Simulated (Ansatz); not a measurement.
C2H10BFOSi, 16 atoms. The species carries charge 0 and has multiplicity 1. The bonds changed during the relaxation, so this is another structure than the one it started from. All runs use 4 threads of an Arm Neoverse V1 on a shared host. Correlated methods freeze the cores.

Question: How many basis functions does each run have, and how long does it take in Ansatz? RKS ωB97M-V/def2-SVP energy; RHF-CCSD(T)/def2-SVP energy; RKS PBE0-D4/def2-TZVPP energy; direct RPA on PBE orbitals/def2-TZVPP energy; RKS PBE0-D4/def2-TZVP relaxation (30 steps); RKS LC-ωPBE/def2-TZVPP energy; RKS HSE06 (plane-wave form)-D4/def2-TZVPP energy; RHF-MP2/def2-QZVPP energy; RKS PBE0-D4/def2-SVP energy; RHF-MP2/def2-TZVPP energy; RKS PBE0-D4/def2-QZVPP energy; RKS ωB97M-V/def2-TZVPP energy and forces. (An estimate is asked.)

Answer: The calculation gave: Other jobs shared the machine, so times are rough.

| level | job | functions | wall time | peak host memory (GiB) |
| --- | --- | --- | --- | --- |
| RKS PBE0-D4/def2-SVP | energy | 138 | 2 s | 0.36 |
| RKS LC-ωPBE/def2-TZVPP | energy | 337 | 7.5 s | 0.79 |
| RKS ωB97M-V/def2-SVP | energy | 138 | 8.5 s | 0.49 |
| RKS PBE0-D4/def2-TZVPP | energy | 337 | 9.6 s | 1 |
| RKS HSE06 (plane-wave form)-D4/def2-TZVPP | energy | 337 | 11 s | 1.1 |
| direct RPA on PBE orbitals/def2-TZVPP | energy | 337 | 13 s | 1.1 |
| RHF-MP2/def2-TZVPP | energy | 337 | 14 s | 1.1 |
| RKS PBE0-D4/def2-QZVPP | energy | 655 | 27 s | 2.8 |
| RHF-CCSD(T)/def2-SVP | energy | 138 | 27 s | 1.1 |
| RKS ωB97M-V/def2-TZVPP | energy and forces | 337 | 30 s | 1.6 |
| RHF-MP2/def2-QZVPP | energy | 655 | 86 s | 6.2 |
| RKS PBE0-D4/def2-TZVP | relaxation (30 steps) | 252 | 3.7 min | 0.81 |

LC-ωPBE has ω = 0.4 bohr⁻¹.
